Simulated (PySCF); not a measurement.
HF5OW, singlet, at a GFN2-xTB geometry (such geometries of metal compounds can be far from the true shape) (core potentials on W); DF-R2SCAN/def2-SV(P) (PySCF).

PySCF was given this input:
```python
from pyscf import gto, scf, dft

mol = gto.M(
    atom='''
W     0.006340   -0.013036    0.003011
F    -0.780811    1.605325   -0.370774
F     1.414361    0.932320    0.770313
F     0.842775    0.093800   -1.656488
F    -0.892907    0.009270    1.632683
F    -1.464493   -0.829250   -0.794119
O     0.783059   -1.609947    0.371842
H     1.196016   -2.458975    0.567938
''',
    basis='def2-sv(p)',
    ecp={'W': 'def2-sv(p)'},
    charge=0,
    spin=0,
    verbose=4,
)

mf = dft.RKS(mol)
mf.xc = 'r2scan'
mf.DIIS = scf.EDIIS
mf = mf.density_fit(auxbasis='def2-universal-jkfit')
mf.kernel()
```

It wrote (shortened):

```
PySCF version 2.14.0

[INPUT] verbose = 4
[INPUT] num. atoms = 8
[INPUT] num. electrons = 68
[INPUT] charge = 0
[INPUT] spin (= nelec alpha-beta = 2S) = 0
[INPUT] symmetry False subgroup None
[INPUT] Mole.unit = angstrom
[INPUT] Symbol           X                Y                Z      unit          X                Y                Z       unit  Magmom
[...]
nuclear repulsion = 448.966400784372
number of shells = 49
number of NR pGTOs = 198
number of NR cGTOs = 111
basis = def2-sv(p)
ecp = {'W': 'def2-sv(p)'}

******** <class 'pyscf.df.df_jk.DFRKS'> ********
method = DFRKS
initial guess = minao
damping factor = 0
level_shift factor = 0
DIIS = <class 'pyscf.scf.diis.EDIIS'>
diis_start_cycle = 1
diis_space = 8
diis_damp = 0
SCF conv_tol = 1e-09
SCF conv_tol_grad = None
SCF max_cycles = 50
direct_scf = False
XC library pyscf.dft.libxc version 7.1.2
    S. Lehtola, C. Steigemann, M. J. T. Oliveira, and M. A. L. Marques,  SoftwareX 7, 1–5 (2018)
XC functionals = r2scan
    J. W. Furness, A. D. Kaplan, J. Ning, J. P. Perdew, and J. Sun,  J. Phys. Chem. Lett. 11, 8208–8215 (2020)
    J. W. Furness, A. D. Kaplan, J. Ning, J. P. Perdew, and J. Sun,  J. Phys. Chem. Lett. 11, 9248–9248 (2020)
    J. W. Furness, A. D. Kaplan, J. Ning, J. P. Perdew, and J. Sun,  J. Phys. Chem. Lett. 11, 8208–8215 (2020)
    J. W. Furness, A. D. Kaplan, J. Ning, J. P. Perdew, and J. Sun,  J. Phys. Chem. Lett. 11, 9248–9248 (2020)
radial grids:
    Treutler-Ahlrichs [JCP 102, 346 (1995); DOI:10.1063/1.469408] (M4) radial grids

becke partition: Becke, JCP 88, 2547 (1988); DOI:10.1063/1.454033
pruning grids: <function nwchem_prune>
grids dens level: 3
symmetrized grids: False
atomic radii adjust function: <function treutler_atomic_radii_adjust>
small_rho_cutoff = 0
Set gradient conv threshold to 3.16228e-05
Initial guess from minao.
tot grids = 119512
init E= -629.402836566895
[...]
cycle= 1 E= -641.052335667627  delta_E= -11.6  |g|= 1.82  |ddm|= 7.36
[...]
cycle= 2 E= -634.643903790976  delta_E= 6.41  |g|= 5.39  |ddm|= 5.21
[...]
cycle= 3 E= -640.397090967227  delta_E= -5.75  |g|= 2.35  |ddm|= 5.72
[...]
cycle= 4 E= -640.584973634052  delta_E= -0.188  |g|=  2.2  |ddm|= 0.474
[...]
cycle= 5 E= -640.584973636187  delta_E= -2.14e-09  |g|=  2.2  |ddm|= 1.88e-09
[...]
cycle= 6 E= -640.584973625432  delta_E= 1.08e-08  |g|=  2.2  |ddm|= 9.48e-09
[...]
cycle= 7 E= -640.584973665547  delta_E= -4.01e-08  |g|=  2.2  |ddm|= 3.53e-08
[...]
cycle= 8 E= -640.584973659497  delta_E= 6.05e-09  |g|=  2.2  |ddm|= 5.33e-09
[...]
cycle= 9 E= -640.584973634124  delta_E= 2.54e-08  |g|=  2.2  |ddm|= 2.23e-08
[...]
cycle= 10 E= -640.58497381624  delta_E= -1.82e-07  |g|=  2.2  |ddm|= 1.6e-07
[...]
cycle= 11 E= -630.214841543635  delta_E= 10.4  |g|= 6.01  |ddm|= 7.11

WARN: HOMO -0.184333784582671 == LUMO -0.184308361377762

cycle= 12 E= -636.458698772103  delta_E= -6.24  |g|= 3.77  |ddm|= 8.47
[...]
cycle= 13 E= -639.367443619296  delta_E= -2.91  |g|= 3.33  |ddm|= 4.44
[...]
cycle= 14 E= -639.752425800728  delta_E= -0.385  |g|= 3.01  |ddm|= 0.289
[...]
cycle= 15 E= -639.752425767991  delta_E= 3.27e-08  |g|= 3.01  |ddm|= 4.66e-08
[...]
cycle= 16 E= -639.752425766126  delta_E= 1.87e-09  |g|= 3.01  |ddm|= 1.25e-09
[...]
cycle= 17 E= -639.75242575377  delta_E= 1.24e-08  |g|= 3.01  |ddm|= 1.21e-08
[...]
cycle= 18 E= -639.752425763564  delta_E= -9.79e-09  |g|= 3.01  |ddm|= 1.49e-08
[...]
cycle= 19 E= -639.752425768024  delta_E= -4.46e-09  |g|= 3.01  |ddm|= 5.82e-09

WARN: HOMO -0.334448592265776 == LUMO -0.333621496814926

cycle= 20 E= -624.759793465367  delta_E=   15  |g|=  6.6  |ddm|= 8.89
[...]
cycle= 21 E= -620.585361485019  delta_E= 4.17  |g|= 6.18  |ddm|= 12.4
[...]
cycle= 22 E= -637.426861833922  delta_E= -16.8  |g|= 4.55  |ddm|= 9.05
[...]
cycle= 23 E= -637.995081744451  delta_E= -0.568  |g|= 4.24  |ddm|= 0.297
[...]
cycle= 24 E= -637.995081925066  delta_E= -1.81e-07  |g|= 4.24  |ddm|= 9.67e-08
[...]
cycle= 25 E= -637.995081734281  delta_E= 1.91e-07  |g|= 4.24  |ddm|= 1.02e-07
[...]
cycle= 26 E= -637.995081733373  delta_E= 9.08e-10  |g|= 4.24  |ddm|= 9.47e-10
[...]
cycle= 27 E= -637.99508173507  delta_E= -1.7e-09  |g|= 4.24  |ddm|= 1.23e-09
[...]
cycle= 28 E= -637.995081736602  delta_E= -1.53e-09  |g|= 4.24  |ddm|= 1.17e-09
[...]
cycle= 29 E= -615.830143260775  delta_E= 22.2  |g|= 7.36  |ddm|= 10.7
[...]
cycle= 30 E= -604.92235009183  delta_E= 10.9  |g|= 7.53  |ddm|= 13.1
[...]
cycle= 31 E= -637.330995862171  delta_E= -32.4  |g|= 4.62  |ddm|= 8.33
[...]
cycle= 32 E= -637.330995985678  delta_E= -1.24e-07  |g|= 4.62  |ddm|= 8.03e-07
[...]
cycle= 33 E= -637.330995976851  delta_E= 8.83e-09  |g|= 4.62  |ddm|= 5.73e-08
[...]
cycle= 34 E= -637.330995987209  delta_E= -1.04e-08  |g|= 4.62  |ddm|= 6.73e-08
[...]
cycle= 35 E= -637.330995985616  delta_E= 1.59e-09  |g|= 4.62  |ddm|= 1.04e-08
[...]
cycle= 36 E= -637.330995985563  delta_E= 5.3e-11  |g|= 4.62  |ddm|= 3.16e-10
[...]
cycle= 37 E= -637.330995985679  delta_E= -1.17e-10  |g|= 4.62  |ddm|= 7.38e-10
[...]
cycle= 38 E= -612.378695988251  delta_E=   25  |g|= 7.87  |ddm|= 11.5
[...]
cycle= 39 E= -604.523103831513  delta_E= 7.86  |g|= 7.71  |ddm|= 13.7
[...]
cycle= 40 E= -637.574638945194  delta_E= -33.1  |g|= 4.51  |ddm|= 8.27
[...]
cycle= 41 E= -637.57463889825  delta_E= 4.69e-08  |g|= 4.51  |ddm|= 1.47e-07
[...]
cycle= 42 E= -637.574638896152  delta_E= 2.1e-09  |g|= 4.51  |ddm|= 6.59e-09
[...]
cycle= 43 E= -637.57463891975  delta_E= -2.36e-08  |g|= 4.51  |ddm|= 7.38e-08
[...]
cycle= 44 E= -637.574638927574  delta_E= -7.82e-09  |g|= 4.51  |ddm|= 2.45e-08
[...]
cycle= 45 E= -637.574638896254  delta_E= 3.13e-08  |g|= 4.51  |ddm|= 9.79e-08
[...]
cycle= 46 E= -637.574638897696  delta_E= -1.44e-09  |g|= 4.51  |ddm|= 4.48e-09
[...]
cycle= 47 E= -608.192566346105  delta_E= 29.4  |g|= 8.89  |ddm|= 12.6
[...]
cycle= 48 E= -604.459663816899  delta_E= 3.73  |g|= 7.78  |ddm|= 14.5
[...]
cycle= 49 E= -637.329691092194  delta_E= -32.9  |g|= 4.68  |ddm|= 8.29
[...]
cycle= 50 E= -637.329691082176  delta_E= 1e-08  |g|= 4.68  |ddm|= 2.2e-08
SCF not converged.
SCF energy = -637.329691082176
```

Convergence was not reached.
